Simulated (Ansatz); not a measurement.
CH6S2Si (`SC[SiH2]S`), relaxed with RKS PBE0-D4/def2-TZVP in the Gaussian-basis code of Ansatz from a PBE-D4/def2-SVP geometry. The force threshold is 0.005 eV/Å; the program also tests the step.

Charge 0, multiplicity 1.

Start:

```xyz
10

S    -1.623   -0.376   -1.231
C    -0.661    0.921   -0.357
Si    0.999    0.249    0.276
S     0.721   -1.549    1.453
H    -1.716   -1.215   -0.158
H    -1.264    1.386    0.451
H    -0.464    1.708   -1.115
H     1.895   -0.028   -0.899
H     1.650    1.225    1.218
H     0.463   -2.323    0.361
```

(1) By how much does the energy fall, and how many steps does the optimiser take? (Estimate.)

(2) Which bonds change most? (Best estimate.)

(3) Give the relaxed structure. (Estimate.)

Answers

(1) The calculation gave: 0.05 eV, in 7 steps, 1 of them rejected.

(2) Computed: Si3–S4 from 2.167 to 2.139 Å; S1–C2 from 1.836 to 1.812 Å; C2–Si3 from 1.899 to 1.877 Å; S1–H5 from 1.365 to 1.344 Å.

(3) The calculation gave: 
```xyz
10

S    -1.611   -0.331   -1.245
C    -0.660    0.919   -0.342
Si    0.978    0.237    0.270
S     0.732   -1.518    1.467
H    -1.723   -1.199   -0.225
H    -1.259    1.355    0.459
H    -0.455    1.711   -1.068
H     1.838   -0.064   -0.901
H     1.641    1.216    1.172
H     0.519   -2.325    0.414
```
